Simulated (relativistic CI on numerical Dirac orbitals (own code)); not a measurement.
Calculated levels, Hf XIX

Method of calculation: Dirac-Coulomb-Breit CI, KLI orbitals optimised for each configuration, model QED, unscaled Slater integrals (own radial code, finite nucleus).

CI space (outside the closed core [Ar] 3d10 4p6 4d10): 4s²4f⁸, 4s²4f⁷5s, 4s²4f⁶5s², 4s²4f⁷6s, 4f¹⁰. Levels of other configurations are missing.

The lowest level is 4s²4f⁸ ⁷F6, with 90 % of that term; Hund's rules for 4s²4f⁸ give ⁷F with J = 6, in agreement.

```tsv
No.	Configuration	Term	J	E (cm⁻¹)	%	Landé g	Lifetime (s)
1	4s²4f⁸	⁷F	6	0.0	90	1.481	
2	4s²4f⁸	⁷F	5	6755.8	93	1.484	7.05e-02
3	4s²4f⁸	⁷F	4	9694.1	86	1.483	4.97e-01
4	4s²4f⁸	⁷F	3	12864.4	88	1.486	2.76e-01
5	4s²4f⁸	⁷F	2	14834.4	87	1.487	8.92e-01
6	4s²4f⁸	⁷F	1	16319.8	88	1.488	1.65e+00
7	4s²4f⁸	⁷F	0	16992.6	88		1.10e+01
8	4s²4f⁸	⁵D	4	37812.4	79	1.469	3.64e-03
9	4s²4f⁸	⁵G	6	47896.8	36	1.189	3.12e-03
10	4s²4f⁸	⁵L	10	48784.1	86	1.182	
11	4s²4f⁸	⁵L	9	53836.9	88	1.129	1.86e-01
12	4s²4f⁸	⁵G	5	53837.5	51	1.178	3.82e-03
13	4s²4f⁸	⁵G	4	54217.3	50	1.060	5.01e-03
14	4s²4f⁸	⁵L	7	55087.7	52	1.021	1.20e-01
15	4s²4f⁸	⁵D	3	55384.5	54	1.290	2.48e-03
16	4s²4f⁸	⁵L	8	55707.7	79	1.057	2.30e+00
17	4s²4f⁸	⁵L	6	56400.8	62	0.849	1.10e-02
18	4s²4f⁸	⁵D	2	56408.9	40	1.423	2.55e-03
19	4s²4f⁸	⁵G	3	57810.7	50	1.035	4.00e-03
20	4s²4f⁸	⁵G	2	59431.6	85	0.417	1.15e-02
21	4s²4f⁸	⁵H	7	61269.7	57	1.159	3.92e-02
22	4s²4f⁸	⁵H	6	65217.4	46	1.179	9.95e-03
23	4s²4f⁸	⁵D	0	65764.3	46		2.14e-03
24	4s²4f⁸	⁵D	1	66733.5	61	1.406	1.91e-03
25	4s²4f⁸	⁵H	5	68169.9	29	1.120	6.28e-03
26	4s²4f⁸	⁵F	5	68989.3	64	1.319	2.83e-03
27	4s²4f⁸	⁵I	8	69106.0	73	1.205	2.96e-02
28	4s²4f⁸	⁵H	4	70143.1	30	1.056	5.88e-03
29	4s²4f⁸	⁵F	4	70510.1	33	1.122	8.48e-03
30	4s²4f⁸	⁵H	3	72306.7	73	0.608	1.02e-02
31	4s²4f⁸	⁵I	7	72649.7	59	1.158	6.96e-02
32	4s²4f⁸	⁵F	3	75310.7	68	1.247	8.56e-03
33	4s²4f⁸	⁵I	4	76096.7	38	0.785	3.07e-02
34	4s²4f⁸	⁵I	6	76539.4	34	1.072	9.78e-03
35	4s²4f⁸	⁵F	2	76567.6	73	1.088	3.49e-03
36	4s²4f⁸	⁵K	9	77508.9	82	1.199	1.32e-02
37	4s²4f⁸	⁵I	5	77767.4	41	0.935	8.86e-03
38	4s²4f⁸	³O	10	77834.8	33	1.008	8.46e-03
39	4s²4f⁸	⁵F	1	78120.2	83	0.164	2.68e-03
40	4s²4f⁸	³I	6	78481.4	30	1.057	3.89e-03
41	4s²4f⁸	⁵D	2	80287.6	54	1.436	3.82e-03
42	4s²4f⁸	⁵K	8	81686.3	70	1.132	4.10e-02
43	4s²4f⁸	³I	5	82184.3	20	1.010	7.22e-03
44	4s²4f⁸	⁵G	6	82211.2	68	1.257	5.93e-03
45	4s²4f⁸	³O	12	83580.2	86	1.070
```

Energies count from the lowest computed level; lifetimes are radiative, by E1, M1, E2, M2 decay to levels of this space only; some are left blank where a channel outside the calculation adds to the decay or the decay crosses a small, uncertain gap.

The mean weight of the leading LS term, summed over parents, in these 45 levels is 62 %, and that of the leading jj configuration (from the same eigenvectors) 46 %, so LS coupling describes them better.

At this charge energies of transitions that change n are usually good to better than 1 %, and those within a shell (Δn = 0) to a few per cent. Terms inside the open d or f shell come out 10 to 20 % too wide with unscaled integrals.

Landé's interval rule says that E(J) − E(J−1) = AJ with one A. For the ground term the intervals give A = -672.8, -742.7, -656.7, -792.6, -587.7, -1126.0 cm⁻¹ for J = 1, 2, 3, 4, 5, 6; the multiplet is inverted.

LS names give the leading component of a level, which can be under half, so a name can repeat, a term be missing and a line seem to break the LS rules.
